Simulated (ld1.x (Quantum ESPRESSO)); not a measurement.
**Plane-wave convergence, TM semilocal potential for niobium (Nb)**

```
Element                 : Nb (Z = 41)
Generator               : ld1.x (Quantum ESPRESSO) 7.5
Type                    : norm-conserving Troullier–Martins (semilocal form)
Functional              : BLYP
Relativity              : scalar-relativistic
Frozen core             : [Ar] 3d10
Valence charge          : 13
Reference configuration : 4s2 4p6 4d4 5s1 5p0
Partial waves           : 4s (bound): rc 1.05 bohr; 4d (bound): rc 1.50 bohr; 4p (bound): rc 1.30 bohr
Local potential         : the p channel
Core correction         : a·sin(br)/r model core inside 0.55 bohr
```

Occupied shells without a wave of their own: 5s. They enter only through the test configuration that unscreens the potential, and ld1.x also counts them in the model core charge.

The pseudo-atom Hamiltonian at the reference potential is diagonalised in spherical Bessel functions j_l(qr) that vanish at 20 bohr, with q² up to the cutoff. All-electron valence levels (Ry): 4s -4.2833, 5s -0.2887, 4d -0.2145, 4p -2.5261, 5p -0.0780.

Q: How do the lowest levels (Ry) of each channel move with the cutoff, and are there ghosts?

A:

| cutoff (Ry) | s #1 | s #2 | d #1 | d #2 | p #1 | p #2 | Σ f·Δε (mRy) |
| --- | --- | --- | --- | --- | --- | --- | --- |
| 8 | -3.4877 | -0.2220 | -0.0079 | 0.0633 | -2.0661 | -0.0546 | 5248.8 |
| 12 | -3.6218 | -0.2289 | -0.0756 | 0.0524 | -2.3847 | -0.0701 | 2791.2 |
| 21 | -4.0422 | -0.2645 | -0.1781 | 0.0475 | -2.4675 | -0.0761 | 1007.4 |
| 30 | -4.2077 | -0.2829 | -0.2055 | 0.0467 | -2.4837 | -0.0766 | 451.5 |
| 45 | -4.2485 | -0.2894 | -0.2140 | 0.0465 | -2.5185 | -0.0780 | 120.2 |
| 55 | -4.2530 | -0.2896 | -0.2145 | 0.0465 | -2.5238 | -0.0783 | 78.0 |
| 70 | -4.2687 | -0.2908 | -0.2145 | 0.0465 | -2.5246 | -0.0784 | 40.6 |
| 100 | -4.2816 | -0.2921 | -0.2145 | 0.0465 | -2.5258 | -0.0784 | 6.0 |
| 120 | -4.2819 | -0.2922 | -0.2145 | 0.0465 | -2.5261 | -0.0785 | 3.5 |
| 180 | -4.2832 | -0.2923 | -0.2145 | 0.0465 | -2.5262 | -0.0785 | 0.4 |
| 230 | -4.2833 | -0.2923 | -0.2145 | 0.0465 | -2.5262 | -0.0785 | 0.2 |
| 400 | -4.2834 | -0.2923 | -0.2145 | 0.0465 | -2.5262 | -0.0785 | 0.0 |

Result: no extra level below or beside the all-electron valence levels (s, d, p tested); the semilocal form is local in each channel, so this says nothing of the separable form that plane-wave codes build from it; 10 mRy is reached at 100 Ry and 1 mRy at 180 Ry.

ld1.x takes every shell without a wave as core, so the model core holds the 5s electrons as well and exchange and correlation see them twice. This cancels in the reference configuration, but the file is broken for other ones, and its errors say nothing about a proper core correction. Its largest configuration-test error is -450 meV.
